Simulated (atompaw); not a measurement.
## Cu (Z = 29): one change to a PAW (atompaw) potential, before and after

Cu (Z = 29), PAW, made with atompaw 4.2.0.5 (PBE, scalar-relativistic). Core [Ne] 3s2, reference 3p6 3d10 4s0 4p1. Waves: 4s (bound, empty): rc 1.95 bohr; 4s channel at 3.55 Ry: rc 1.95 bohr; 3p (bound): rc 1.20 bohr; 4p (bound): rc 1.95 bohr; 3d (bound): rc 1.10 bohr; 3d channel at 0.4 Ry: rc 1.10 bohr. Local part: bessel scheme, radius 1.45 bohr. Core correction: smooth core density matched at 1.35 bohr. Augmentation charge: sinc compensation charge, radius 1.80 bohr; PAW radius 1.95 bohr; waves and projectors: custom polynom gramschmidtortho.

Change: local potential troulliermartins scheme with l = 3 at 0 Ry, radius 1.45 bohr.

Cutoffs: the cutoffs (Ry, on a coarse ladder) from which the occupation-weighted sum of valence levels, in a spherical-Bessel basis at the reference potential, stays within 10 and 1 mRy of its value at 400 Ry; they do not see the model core or the augmentation charge, which bear on the density cutoff.

Question: What does the change do?

Answer: The potential gets neither clearly harder nor softer (140 Ry and 230 Ry → 140 Ry and 230 Ry); a bound ghost appears in s, which as a rule spoils a file; the range in which the s phases agree widens (upper end 0.0 → at the end of the scan). A state that the projectors do not describe sees the local part alone, so a deeper or shallower local part can create or remove a ghost.

| quantity | base | changed |
| --- | --- | --- |
| cutoff, loose | 140 Ry | 140 Ry |
| cutoff, tight | 230 Ry | 230 Ry |
| loose cutoff by channel (10 mRy a level) | p 50 Ry, d 70 Ry | p 45 Ry, d 70 Ry |
| bound ghosts | none | s |
| s: phases at 1.95 bohr within 0.05 rad from the reference energy up to (Ry; the scan ends near 5) | 0.0 | to the end of the scan |
| p: phases at 1.95 bohr within 0.05 rad from the reference energy up to (Ry; the scan ends near 5) | to the end of the scan | to the end of the scan |
| d: phases at 1.95 bohr within 0.05 rad from the reference energy up to (Ry; the scan ends near 5) | to the end of the scan | to the end of the scan |
| lowest overlap eigenvalue by channel | s 0.12, p 0.59, d 0.99 | s 0.07, p 0.58, d 0.95 |

 A true bound ghost makes a file unfit for plane-wave use even where its test errors are small: the radial tests pick states by their node count and pass the ghost by. The cutoffs see the waves, projectors and local potential, not the compensation charge or the core.
